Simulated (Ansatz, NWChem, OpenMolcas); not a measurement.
**A ladder of methods for BI3 (boron triiodide)**

BI3: 4 atoms, total charge 0, spin state singlet. As SMILES, `IB(I)I`. Geometry: relaxed at PBE0-D4/def2-TZVP.

```xyz
4

I    -1.3085   -0.2952    1.6156
B     0.0139   -0.0151   -0.0051
I     1.8768   -1.0063   -0.0303
I    -0.5265    1.2563   -1.6005
```

Each level gives the vertical ionisation energy (to the doublet cation) (eV). The values are calculated.

```csv
level,kind,program,value (eV),CPU time (all runs)
HF/def2-SVP (core potential),Hartree–Fock,Ansatz,9.11,84 s
PBE/def2-SVP (core potential),GGA,OpenMolcas,8.71,73 s
M06-L/def2-SVP (core potential),meta-GGA,OpenMolcas,8.65,73 s
TPSS/def2-SVP (core potential),meta-GGA,OpenMolcas,8.81,81 s
CAM-B3LYP/def2-SVP (core potential),range-separated hybrid,Ansatz,9.41,48 s
MP2/def2-SVP (core potential),perturbation theory,NWChem,9.58,2.8 min
CCSD(T)/def2-SVP (core potential),coupled cluster or CI,Ansatz,9.16,7.1 min
CCSD/def2-SVP (core potential),coupled cluster or CI,Ansatz,9.29,4.9 min
```

Spin-orbit coupling, which can split open shells on such heavy atoms by tenths of an eV, is left out. The values span 8.65 to 9.58 eV. The coupled-cluster rows rest on a doubtful reference here (large T1 or Brueckner and Hartree–Fock orbitals at odds), and rows may lie in different states. In the correlated wave-function rows the outer d shell of I is correlated, in sets not made for it. Times are those of the runs behind each value, whatever else they computed, on shared processors of several kinds: orders of magnitude only.
